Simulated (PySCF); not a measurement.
B(H)(Cl)(NH2) (BClH3N), SMILES B(N)Cl.

Coordinates come from a PBE0-D3(BJ)/def2-TZVP optimisation. Other conformers were not sampled.

These are PBE0-D3(BJ)/def2-TZVP in PySCF values and carry that method's errors.

Frequencies are harmonic and unscaled.

Computed harmonic wavenumbers and intensities:
```csv
mode,ν (cm⁻¹),IR (km/mol),Raman (Å⁴/amu),depolarisation,moving atoms (share of kinetic energy)
1,351,1.8,1.9,0.50,"N 31 %, H 26 %, Cl 23 %, B 19 %"
2,548,132.1,0.0,–,"H 86 %, N 12 %"
3,611,56.5,0.0,–,"H 72 %, B 17 %, N 10 %"
4,709,35.2,3.7,0.10,"B 38 %, H 26 %, Cl 26 %, N 10 %"
5,889,7.8,0.5,0.75,"H 77 %, B 22 %"
6,933,11.8,2.7,0.60,"H 79 %, B 11 %"
7,1138,66.2,2.8,0.22,"H 66 %, B 18 %, N 16 %"
8,1360,193.2,9.3,0.12,"B 59 %, H 24 %, N 17 %"
9,1629,152.4,2.9,0.59,"H 77 %, N 19 %"
10,2668,103.8,95.0,0.20,"H 91 %, B 9 %"
11,3619,43.7,119.7,0.11,H 96 %
12,3722,43.7,60.1,0.69,"H 91 %, N 9 %"
```
